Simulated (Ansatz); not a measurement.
Coupled-cluster diagnostics for (ClZn-mu-H)2 (Zn₂H₂Cl₂), Ansatz.

Geometry of the singlet (PBE-D4/def2-SVP):

```
atom    x (Å)    y (Å)    z (Å)
 Cl1   2.1844  -0.9316   2.2671
 Cl2  -2.1638   0.9522  -2.2782
 Zn3   0.6827  -0.1620   0.9883
 Zn4  -0.6890   0.1560  -0.9845
  H5  -0.5495   0.9137   0.7739
  H6   0.5351  -0.9282  -0.7666
```

Correlated methods freeze 28 core orbitals. Another isomer (singlet) lies 0.67 eV lower at PBE0-D4/def2-TZVP; other spin states weren't run for this one.

Problem. Estimate the CCSD(T) correlation energy, the shares of MP2 and (T), T1 and the reference's ⟨S²⟩ for: charge 0, singlet, own geometry in def2-SVP; and the rough time on 2 threads of Intel Xeon Platinum 8488C on a shared host.

Solution. 
| state | basis | correlation (eV) | MP2 share (%) | (T) share (%) | T1 | ⟨S²⟩ (pure) | wall time |
| --- | --- | --- | --- | --- | --- | --- | --- |
| charge 0, singlet, own geometry | def2-SVP | -24.321 | 98.6 | 2.4 | 0.012 | 0.00 (0.00) | 8 s |
Customary marks for T1 are 0.02 (closed shells), 0.045 (open shells) and about 0.05 (3d metals). T1 stays under 0.02 throughout.
